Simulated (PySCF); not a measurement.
The scaffold SiH2(OH)-X carries different groups X. Gas-phase values, no solvent. One relaxed conformer stands for each flexible species; it need not be the lowest. Strings in code marks are SMILES.

Level of theory: PBE-D3(BJ)/def2-TZVP // PBE0-D4/def2-TZVP in PySCF. All candidates: neutral, multiplicity 1. Excitations are Tamm–Dancoff values on a coarser integration grid. The basis has no diffuse functions, so Rydberg states are missing or too high.

The LUMO comes out as -2.50 eV, the T1 excitation (TDA) comes out as 2.85 eV and the S1 excitation (TDA) is 3.58 eV.

Task: Say which member has these values.
A) `N#C[SiH2]O`
B) `CC(=O)[SiH2]O` (O–C–Si–O torsion 0°, C–Si–O–H torsion 0°)
C) `O=C[SiH2]O` (O–C–Si–O torsion 0°, C–Si–O–H torsion 0°)
D) `B[SiH2]O`

Result: B, `CC(=O)[SiH2]O` (O–C–Si–O torsion 0°, C–Si–O–H torsion 0°). The others give `N#C[SiH2]O`: -2.10 eV, 5.72 eV, 6.13 eV; `B[SiH2]O`: -3.46 eV, 2.67 eV, 3.46 eV; `O=C[SiH2]O` (O–C–Si–O torsion 0°, C–Si–O–H torsion 0°): -2.99 eV, 2.50 eV, 3.27 eV
